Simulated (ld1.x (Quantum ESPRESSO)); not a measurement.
Zn (Z = 30), PAW: configuration errors across variants

ld1.x (Quantum ESPRESSO) 7.5 input, shortened:

```
&input
   title='Zn', zed=30., rel=1, dft='PBESOL', iswitch=3,
   config='[Ar] 3d10 4s1 4p1'
 /
 &inputp
   pseudotype=3, lpaw=.true., tm=.true., lloc=-1, rcloc=0.80,
   nlcc=.true., new_core_ps=.true., rcore=0.90,
   which_augfun='BESSEL', rmatch_augfun=0.70
 /
6
4S  1  0   1.00   0.00  1.45  2.00  0.0
4S  1  0   0.00   0.10  1.45  2.00  0.0
4P  2  1   1.00   0.00  2.60  2.85  0.0
4P  2  1   0.00   2.60  2.60  2.85  0.0
3D  3  2  10.00   0.00  0.70  0.85  0.0
3D  3  2   0.00   2.65  0.70  0.85  0.0
 &test
   configts(1)='3d10 4s1 4p1'
 /
```

All-electron excitation energies from the reference (eV): (1) 3d10 4s2 4p0 -5.126; (2) 3d10 4s1 4p0 4.773; (3) 3d10 4s0 4p0 23.122; (4) 3d9 4s0 4p0 63.630; (5) 3d10 4s0 4p2 5.477; (6) 3d9 4s2 4p0 12.807.

The overlap operator is not positive definite (basis up to 400 Ry) in “waves 4s (bound): rcut 1.45, rcutus 3.06 bohr; 4s channel at 0.1 Ry: rcut 1.45, rcutus 3.06 bohr”, “all radii but the core radius scaled by about 1.16 (s 2.32, p 3.32, d 0.98 bohr, rcut 1.68/3.02/0.82); local potential all-electron potential smoothed inside 0.94 bohr (lloc = -1); augmentation BESSEL, radius 0.82 bohr”, “wave 4s channel at 0.1 Ry: rcut 1.45, rcutus 2.00 bohr becomes 4s channel at 6.12 Ry: rcut 1.45, rcutus 2.00 bohr”. Such files are unfit for use, however small their errors in these radial tests.

Tests that are not counted but printed errors over 1 eV. “base”: 3d9 4s2 4p1 (solver errors, printed error -3.1 eV). “core correction Bessel-smoothed model core inside 0.96 bohr”: 3d9 4s2 4p1 (solver errors, printed error -3.1 eV). “wave 4s channel at 0.1 Ry: rcut 1.45, rcutus 2.00 bohr becomes 4s channel at 6.12 Ry: rcut 1.45, rcutus 2.00 bohr”: 3d9 4s2 4p1 (solver errors, printed error -2.4 eV).

3 further variants failed, have other tests or another functional or relativity, and are left out.

A true bound ghost makes a file unfit for plane-wave use even where its test errors are small: the radial tests pick states by their node count and pass the ghost by. Where a test does run into it, the solver fails or the error is huge.

Errors AE − PS in meV (a dash: test not solved or not reliable):

| change | (1) | (2) | (3) | (4) | (5) | (6) | bound ghosts |
| --- | --- | --- | --- | --- | --- | --- | --- |
| base | +8.7 | +95 | +444 | +171 | +23 | -96 | s, p |
| local potential all-electron potential smoothed inside 1.22 bohr (lloc = -1) | -2.1 | +12 | +59 | -137 | -0.7 | -169 | s |
| waves 4s (bound): rcut 1.45, rcutus 3.06 bohr; 4s channel at 0.1 Ry: rcut 1.45, rcutus 3.06 bohr | – | – | – | – | – | – | p (s not tested, overlap not positive) |
| core correction Bessel-smoothed model core inside 0.96 bohr | +8.7 | +95 | +445 | +171 | +23 | -96 | s, p |
| all radii but the core radius scaled by about 1.16 (s 2.32, p 3.32, d 0.98 bohr, rcut 1.68/3.02/0.82); local potential all-electron potential smoothed inside 0.94 bohr (lloc = -1); augmentation BESSEL, radius 0.82 bohr | +4.0 | +12 | +186 | -55 | +8.6 | -58 | not determined (overlap not positive) |
| local potential all-electron potential smoothed inside 1.55 bohr (lloc = -1) | -1.0 | +2.3 | +8.3 | -169 | -2.5 | -105 | none |
| wave 4s channel at 0.1 Ry: rcut 1.45, rcutus 2.00 bohr becomes 4s channel at 6.12 Ry: rcut 1.45, rcutus 2.00 bohr | +8.0 | +92 | +444 | +171 | +23 | -112 | p (s not tested, overlap not positive) |

Q: Give the same row for: waves 4p (bound): rcut 2.60, rcutus 3.84 bohr; 4p channel at 2.6 Ry: rcut 2.60, rcutus 3.84 bohr.

A: +42, -0.7, +91, -97, –, –; bound ghosts: s. Not counted: 3d9 4s2 4p1 (solver errors, printed error -3.0 eV).
